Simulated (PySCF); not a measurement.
Cd(CH3)2, optimised at PBE/def2-SVP:

```xyz
9

C      2.1138     0.0069     0.1003
Cd    -0.0115    -0.0059     0.0361
C     -2.1369    -0.0188    -0.0280
H      2.5190    -1.0085    -0.0852
H      2.4752     0.3471     1.0919
H      2.5264     0.6893    -0.6703
H     -2.5283    -1.0467     0.1129
H     -2.5583     0.6238     0.7715
H     -2.5031     0.3594    -1.0040
```

Computed with PySCF and rigid-rotor harmonic-oscillator thermochemistry at 1 bar. All species are closed-shell singlets. Cd: scalar-relativistic def2 core potential, no spin-orbit coupling.

List the harmonic frequencies (cm⁻¹, unscaled, methyl torsions left out) at this level and at the other levels, each on its own geometry.


- PBE/def2-SVP: 127, 127, 454, 518, 615, 615, 696, 696, 1131, 1133, 1380, 1380, 1385, 1385, 2973, 2974, 3078, 3078, 3078, 3078
- PBE0/def2-TZVP: 129, 129, 472, 534, 637, 637, 715, 715, 1181, 1183, 1450, 1450, 1453, 1453, 3051, 3052, 3140, 3140, 3140, 3140
